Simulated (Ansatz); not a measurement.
**CH5GeS: structure from calculated spectroscopic constants**

These gas-phase data were calculated for one isomer of CH5GeS at PBE0-D3(BJ)/def2-SVP (harmonic, unscaled wavenumbers; equilibrium rotational constants with average atomic masses):

| Property | Result |
| --- | --- |
| rotational constants | 11.45, 3.215, 2.622 GHz |
| all wavenumbers above 1500 cm⁻¹ | 3188, 3179, 3063, 2715, 2080 |

Candidates:

(1) `C[S][GeH2]`, a doublet
(2) `[CH3][GeH2][S]`, a doublet
(3) `[CH3][GeH][SH]`, a doublet

Task: Assign the data to one candidate and say why.

Result: Candidate (3). The band at 2715 cm⁻¹ lies where the S–H stretch is expected; (1), (2) have no mode between 2500 and 2800 cm⁻¹.

The same quantities for all candidates:

```
     rotational constants (GHz)   wavenumbers above 1500 cm⁻¹  E above the lowest, PBE0-D3(BJ)/def2-SVP (kcal/mol)
(1)          14.45, 2.77, 2.389  3187, 3181, 3068, 2110, 2042                                                 10.1
(2)         11.73, 3.254, 2.677  3192, 3181, 3069, 2141, 2129                                                  6.4
(3)         11.45, 3.215, 2.622  3188, 3179, 3063, 2715, 2080                                                  0.0
```

Harmonic stretches to hydrogen usually lie a few per cent above observed fundamentals. Each candidate is one conformer. Open shells are spin-unrestricted. Programs: Ansatz 0.2.0.
